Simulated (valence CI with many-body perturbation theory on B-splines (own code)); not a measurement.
Which ion has this spectrum?

A relativistic CI+MBPT calculation for an atom or ion with 31 electrons gives these levels (eV):

| J | Parity | E | g |
| --- | --- | --- | --- |
| 1/2 | odd | 0.00 | 0.66 |
| 1/2 | even | 99.34 | 2.18 |
| 3/2 | odd | 105.50 | 1.33 |
| 3/2 | even | 191.36 | 1.66 |
| 5/2 | even | 199.92 | 1.36 |
| 3/2 | even | 212.03 | 0.98 |
| 1/2 | even | 214.52 | 1.24 |
| 3/2 | even | 269.85 | 0.82 |
| 5/2 | even | 287.26 | 1.27 |
| 5/2 | even | 306.79 | 1.36 |
| 3/2 | odd | 311.60 | 1.32 |
| 1/2 | even | 319.97 | 1.90 |
| 3/2 | even | 323.64 | 1.19 |
| 3/2 | odd | 348.11 | 0.50 |

The energies are calculated, and their last digits are not significant.

Q: Which is it?
A. Pt47+
B. Re44+
C. Ta42+
D. Ir46+

A: B. Re44+, ground level (4s^2 4p1/2) J=1/2.
